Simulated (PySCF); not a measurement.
# I (iodine, neutral) across methods

[Kr] 4d10 5s2 5p4 6s1, high-spin 4P determinant (an excited configuration). Calculation: PySCF 2.14, in aug-cc-pV5Z-PP with ECP28MDF; scalar relativity through the core potential. The B2PLYP total includes its PT2 part (frozen core); its orbital energies are those of the SCF part.

```json
{"method": "B2PLYP", "E (hartree)": "-295.1643", "mean ε 5p α (eV)": "-13.395", "mean ε 5p β (eV)": "-11.744", "mean ε 6s α (eV)": "-2.664", "Σ⟨r²⟩ (bohr²)": "85.49", "⟨S²⟩": "3.755"}
{"method": "PBE", "E (hartree)": "-295.4237", "mean ε 5p α (eV)": "-10.976", "mean ε 5p β (eV)": "-9.520", "mean ε 6s α (eV)": "-2.057", "Σ⟨r²⟩ (bohr²)": "84.29", "⟨S²⟩": "3.753"}
{"method": "UHF", "E (hartree)": "-294.43109", "mean ε 5p α (eV)": "-15.558", "mean ε 5p β (eV)": "-13.466", "mean ε 6s α (eV)": "-3.265", "Σ⟨r²⟩ (bohr²)": "87.16", "⟨S²⟩": "3.761"}
{"method": "B3LYP", "E (hartree)": "-295.5292", "mean ε 5p α (eV)": "-11.915", "mean ε 5p β (eV)": "-10.536", "mean ε 6s α (eV)": "-2.334", "Σ⟨r²⟩ (bohr²)": "84.40", "⟨S²⟩": "3.752"}
{"method": "r2SCAN", "E (hartree)": "-295.5496", "mean ε 5p α (eV)": "-11.542", "mean ε 5p β (eV)": "-9.946", "mean ε 6s α (eV)": "-2.080", "Σ⟨r²⟩ (bohr²)": "85.27", "⟨S²⟩": "3.755"}
{"method": "BHandHLYP", "E (hartree)": "-295.3850", "mean ε 5p α (eV)": "-13.369", "mean ε 5p β (eV)": "-11.836", "mean ε 6s α (eV)": "-2.646", "Σ⟨r²⟩ (bohr²)": "85.09", "⟨S²⟩": "3.754"}
{"method": "LDA", "E (hartree)": "-295.0132", "mean ε 5p α (eV)": "-11.039", "mean ε 5p β (eV)": "-9.650", "mean ε 6s α (eV)": "-2.182", "Σ⟨r²⟩ (bohr²)": "83.51", "⟨S²⟩": "3.751"}
```

Q: Estimate the same row for PBE0.

A: E (hartree) = -295.4461; mean ε 5p α (eV) = -12.339; mean ε 5p β (eV) = -10.752; mean ε 6s α (eV) = -2.447; Σ⟨r²⟩ (bohr²) = 84.79; ⟨S²⟩ = 3.754.

Energies and moments cover only the electrons outside the core potential. The outer electron is Rydberg-like, and this basis confines it to a smaller radius and binds it less than a complete one would.
